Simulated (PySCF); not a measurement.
```xyz
10

O      1.9590    -0.6194     0.0712
C      0.6892    -0.1575     0.0352
C     -0.4368    -0.9966    -0.2060
C     -1.5133    -0.1768    -0.1647
O     -1.1453     1.0933     0.0809
C      0.2103     1.1027     0.2035
H      2.5597     0.1093     0.2469
H     -0.4257    -2.0595    -0.3831
H     -2.5695    -0.3500    -0.2880
H      0.6724     2.0544     0.4042
```

Charge 0, multiplicity 1.

Question: Give the Mulliken and meta-Löwdin atomic charges from ωB97X-D3(BJ)/def2-TZVP // PBE0-D3(BJ)/def2-TZVP run with PySCF.

Answer: 
| atom | Mulliken (e) | meta-Löwdin (e) |
|---|---|---|
| O1 | -0.40 | -0.47 |
| C2 | 0.17 | 0.17 |
| C3 | -0.23 | -0.22 |
| C4 | 0.02 | 0.06 |
| O5 | -0.20 | -0.24 |
| C6 | -0.09 | -0.06 |
| H7 | 0.32 | 0.35 |
| H8 | 0.13 | 0.14 |
| H9 | 0.14 | 0.14 |
| H10 | 0.14 | 0.13 |
